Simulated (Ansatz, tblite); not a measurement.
Removing and adding an electron: Cu₂S (the lowest singlet isomer of a short search). Total charge 0; singlet. Geometry: B3LYP-D4/def2-TZVP. Ansatz, gas phase; energy differences of separate SCF runs; the oxidised species was run as a doublet alone; the reduced species was run as a doublet alone.

```xyz
3

Cu    1.316    0.493    0.294
Cu   -1.315    0.576   -0.016
S    -0.001   -1.069   -0.278
```

The xTB rows come from tblite. Correlated methods freeze 23 core orbitals. The structure comes from a short search, and lower isomers may exist.

```tsv
level	−HOMO (eV)	vertical IE (eV)	−LUMO (eV)	vertical EA (eV)	HOMO–LUMO gap (eV)	IE − EA (eV)	remarks
GFN1-xTB	11.07	13.83	8.26	5.38	2.80	8.45	–
GFN2-xTB	8.80	12.41	6.52	4.20	2.28	8.21	–
HF/def2-TZVPD	–	–	–	0.38	–	–	–
HF/def2-TZVPP	–	6.05	–	–	–	–	–
PBE-D4/def2-TZVP	4.70	7.73	3.38	–	1.32	–	–
r2SCAN-D4/def2-TZVPD	4.92	–	3.26	1.32	1.66	–	HOMO above zero (-1 doublet)
MP2/def2-TZVPD	–	–	–	0.77	–	–	–
CCSD/def2-TZVPD	–	–	–	0.84	–	–	–
```

Task: Estimate the rows for PBE-D4/def2-TZVPD, r2SCAN-D4/def2-TZVP, PBE0-D4/def2-TZVP, PBE0-D4/def2-TZVPD, MP2/def2-TZVPP, CCSD/def2-TZVPP, CCSD(T)/def2-TZVPD, CCSD(T)/def2-TZVPP.

Result: 
| level | −HOMO (eV) | vertical IE (eV) | −LUMO (eV) | vertical EA (eV) | HOMO–LUMO gap (eV) | IE − EA (eV) | remarks |
| --- | --- | --- | --- | --- | --- | --- | --- |
| PBE-D4/def2-TZVPD | 4.86 | – | 3.50 | 1.32 | 1.36 | – | HOMO above zero (-1 doublet) |
| r2SCAN-D4/def2-TZVP | 4.78 | 7.64 | 3.13 | – | 1.65 | – | – |
| PBE0-D4/def2-TZVP | 5.69 | 7.62 | 2.42 | – | 3.27 | – | – |
| PBE0-D4/def2-TZVPD | 5.83 | – | 2.57 | 1.13 | 3.25 | – | HOMO above zero (-1 doublet) |
| MP2/def2-TZVPP | – | 7.84 | – | – | – | – | – |
| CCSD/def2-TZVPP | – | 7.41 | – | – | – | – | – |
| CCSD(T)/def2-TZVPD | – | – | – | 0.96 | – | – | – |
| CCSD(T)/def2-TZVPP | – | 7.59 | – | – | – | – | – |

   A HOMO above zero means that the electron is unbound at that level or that self-interaction error raises the level; the energy of removing that electron tells which. Raw xTB energy differences between charge states are shifted by several eV; the methods need an empirical correction for them.
